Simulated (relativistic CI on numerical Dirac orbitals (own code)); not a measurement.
# What each ingredient does to the levels of Ru XL

Base calculation: Dirac-Coulomb-Breit CI, KLI orbitals optimised for each configuration, model QED (radiative potential, 1s self-energy scaled to tabulated hydrogen-like ionisation energies), unscaled Slater integrals.

Configurations in the expansion (outside the closed core 1s2): 2s2 2p, 2s 2p2, 2p3, 2p2 3s, 2p2 3p, 2p2 3d, 2s2 3s, 2s2 3p, 2s2 3d, 2s 2p 3s, 2s 2p 3p, 2s 2p 3d, 2s2 4s, 2s2 4p, 2s2 4d, 2s2 4f, 2s 2p 4s, 2s 2p 4p, 2s 2p 4d, 2s 2p 4f, 2s2 5s, 2s2 5p, 2s2 5d, 2s2 5f, 2s2 5g, 2s 3s2, 2s 3s 3p, 2s 3s 3d, 2s 3p2, 2s 3p 3d, 2s 2p 5s, 2s 2p 5p, 2p 3s2, 2s 2p 5d, 2s 2p 5f, 2s 2p 5g. Levels of other configurations are missing.

Variants: (1) QED terms removed. Shifts of the energy above 2s2 2p 2P°_1/2, in eV, for the lowest level and the first level of each name with at least 55 % of one term (blank where a level changes its place among those of its configuration and J or its character, or is not in the variant):

| Level | Base | Δ(1) |
| --- | --- | --- |
| 2s2 2p 2P°_1/2 | 0.00 | 0.00 |
| 2s 2p2 4P_1/2 | 119.46 | +3.02 |
| 2s2 2p 2P°_3/2 | 146.35 | -0.23 |
| 2s 2p2 4P_3/2 | 230.94 | +2.74 |
| 2s 2p2 2D_3/2 | 297.21 | +2.75 |
| 2s 2p2 2P_1/2 | 301.58 | +2.78 |
| 2s 2p2 2S_1/2 | 454.94 | +2.48 |
| 2s 2p2 2P_3/2 | 456.35 | +2.49 |
| 2p3 2D°_5/2 | 570.11 | +5.55 |
| 2p3 2P°_1/2 | 601.17 | +5.52 |
| 2s2 3s 2S_1/2 | 3281.74 | -0.83 |
| 2s2 3p 2P°_1/2 | 3325.05 | +0.10 |
| 2s2 3p 2P°_3/2 | 3364.62 | +0.35 |
| 2s 2p 3s 4P°_1/2 | 3366.20 | +2.10 |
| 2s 2p 3s 4P°_3/2 | 3384.54 | +1.75 |
| 2s 2p 3s 2P°_1/2 | 3395.73 | +2.11 |
| 2s2 3d 2D_3/2 | 3402.98 | +0.19 |
| 2s 2p 3p 4D_1/2 | 3403.02 | +3.01 |
| 2s2 3d 2D_5/2 | 3416.16 | +0.03 |
| 2s 2p 3p 4P_1/2 | 3438.08 | +2.98 |
| 2s 2p 3p 4D_5/2 | 3468.26 | +2.90 |
| 2s 2p 3d 4F°_3/2 | 3479.10 | +3.01 |

At this charge energies of transitions that change n are usually good to better than 1 %, and those within a shell (Δn = 0) to a few per cent.

Ionisation energy from the two ground configurations alone: base 5866.91 eV. The NIST ASD value (semi-empirical) is 5861 eV.

LS names give the leading component of a level, which can be under half, so a name can repeat, a term be missing and a line seem to break the LS rules.
